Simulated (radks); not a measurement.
Task: The zinc ion Zn4+, 26 electrons, occupied as [Ar] 3d7.75 4f0.25 (fractional occupations, a model configuration). All-electron calculation, scalar-relativistic Kohn-Sham, r2SCAN, spin-polarised, spherical densities, finite nucleus; open shells are filled with parallel spins first; meta-GGA in the generalised Kohn-Sham scheme; Fermi nuclear charge, rms radius 3.9283 fm. Program: a radial shooting solver on a logarithmic mesh with Libxc functionals. Some entries of the table are withheld. Estimate them.

| orbital | occ. | eigenvalue (eV) | <1/r> (bohr^-1) | <r^2> (bohr^2) |
|---|---|---|---|---|
| 1s down | 1 | -9626.719 | 30.22 | 0.003407 |
| 1s up | 1 | -9626.710 | 30.22 | 0.003407 |
| 2s up | 1 | -1243.621 | 6.600 | 0.06026 |
| 2s down | 1 | -1241.423 | 6.607 | 0.06011 |
| 2p up | 3 | -1085.693 | 6.459 | 0.04825 |
| 2p down | 3 | -1084.041 | 6.466 | 0.04810 |
| 3s up | 1 | -205.3149 | 2.126 | 0.5146 |
| 3s down | 1 | -201.4147 | 2.115 | 0.5183 |
| 3p up | 3 | -157.3018 | 1.982 | 0.5618 |
| 3p down | 3 | -153.4112 | 1.971 | 0.5677 |
| 3d up | 5 | (1) | 1.689 | 0.7091 |
| 3d down | 2.75 | (2) | 1.670 | 0.7345 |
| 4s up | 0 | -50.7229 | 0.7241 | 3.824 |
| 4s down | 0 | -49.2172 | 0.7180 | 3.853 |
| 4p up | 0 | -40.1606 | (3) | 4.978 |
| 4p down | 0 | -38.7251 | (4) | 4.977 |
| 4d up | 0 | -25.9676 | 0.4640 | 8.934 |
| 4f up | 0.25 | -16.5547 | 0.2932 | 16.79 |
| 5f up | 0 | -10.0966 | 0.1933 | 51.39 |

Result: 
(1) 3d up eigenvalue (eV): -79.5567
(2) 3d down eigenvalue (eV): -75.6507
(3) 4p up <1/r> (bohr^-1): 0.6271
(4) 4p down <1/r> (bohr^-1): 0.6254
